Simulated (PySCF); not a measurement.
Species: C3H10Si3.
SMILES with atom numbers: `[CH3:1][C:2]#[C:3][SiH2:4][SiH2:5][SiH3:6]` (hydrogens: H7, H8, H9 on C1; H10, H11 on Si4; H12, H13 on Si5; H14, H15, H16 on Si6)

The same species was optimised twice, with GFN2-xTB and with PBE0-D3(BJ)/def2-SVP (PySCF), and the same property calculations (PySCF, gas phase) were run on both structures.

| coordinate | GFN2-xTB | PBE0-D3(BJ)/def2-SVP | change |
| --- | --- | --- | --- |
| Si5–Si6 (Å) | 2.310 | 2.344 | +0.034 |
| Si4–Si5 (Å) | 2.321 | 2.346 | +0.025 |
| C3–Si4 (Å) | 1.845 | 1.827 | -0.018 |
| C2≡C3 (Å) | 1.205 | 1.220 | +0.015 |
| C1–C2 (Å) | 1.447 | 1.450 | +0.003 |
| Si4–Si5–Si6 (°) | 115.7 | 107.2 | -8.5 |
| C3–Si4–Si5 (°) | 108.2 | 106.1 | -2.1 |
| C2–C3–Si4 (°) | 176.9 | 175.7 | -1.2 |
| C1–C2–C3 (°) | 179.8 | 179.6 | -0.2 |
| C3–Si4–Si5–Si6 (°) | 58 | 53 | -5 |

Rotational constants: A = 2218, B = 856.0, C = 664.5 MHz (GFN2-xTB) against A = 2074, B = 959.1, C = 714.2 MHz (PBE0-D3(BJ)/def2-SVP). Point groups within 0.08 Å: C1 and C1.

On the GFN2-xTB structure: isotropic polarisability (au) 123.8 [wB97X-D/def2-SVPD]; HOMO (eV) -9.28 [wB97X-D/def2-SVPD]; LUMO (eV) 1.24 [wB97X-D/def2-SVPD]; dipole (D) 1.32 [wB97X-D/def2-SVPD].

Q: What do these properties become on the PBE0-D3(BJ)/def2-SVP structure?

A: 
| property | level | on GFN2-xTB | on PBE0-D3(BJ)/def2-SVP | change |
| --- | --- | --- | --- | --- |
| isotropic polarisability (au) | wB97X-D/def2-SVPD | 123.8 | 126.4 | +2.6 |
| HOMO (eV) | wB97X-D/def2-SVPD | -9.28 | -9.15 | +0.13 |
| LUMO (eV) | wB97X-D/def2-SVPD | 1.24 | 1.47 | +0.23 |
| dipole (D) | wB97X-D/def2-SVPD | 1.32 | 1.55 | +0.23 |
| energy, GFN2-xTB geometry as zero (kcal/mol) | wB97X-D/def2-SVPD | 0.0 | -2.7 | -2.7 |

The heavy atoms differ by 0.167 Å rms after alignment. Among bonds between heavy atoms Si5–Si6 changes most (+0.034 Å). Changes are differences of the printed values. Neither structure is proved a minimum here.

Shape of the structure used: `[CH3:1][C:2]#[C:3][SiH2:4][SiH2:5][SiH3:6]`: C3–Si4–Si5–Si6 53°.

The pairwise dispersion term of wB97X-D wasn't added to the energies; at a given geometry it leaves orbitals and properties as they are.
